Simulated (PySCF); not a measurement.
**Zinc: a sound run and one with changed settings**

Sound run: Zn⁺ [Ar] 3d10 4s1, Zn²⁺ [Ar] 3d10. Computed with PySCF 2.14 in Sapporo-DKH3-DZP-2012, with scalar relativity by spin-free X2C-1e. In the sound run the correlated levels freeze [Ar]. The sound run starts from symmetry-adapted Hartree-Fock orbitals and uses a fine grid where one is needed.

Changed run: a valence shell is frozen. This setting is unsound on purpose.

Ionisation energy of Zn⁺:

```
 method  sound run (eV)  changed run (eV)
    UHF          17.001            17.001
    MP2          17.769            17.001
SCS-MP2          17.644            17.001
   CCSD          17.686            17.001
CCSD(T)          17.721            17.001
  CCSDT             n/a            17.001
    FCI             n/a            17.001
```

Freezing a valence shell removes pair correlation that changes on ionisation.

For comparison, NIST gives 17.964 eV between the lowest levels.
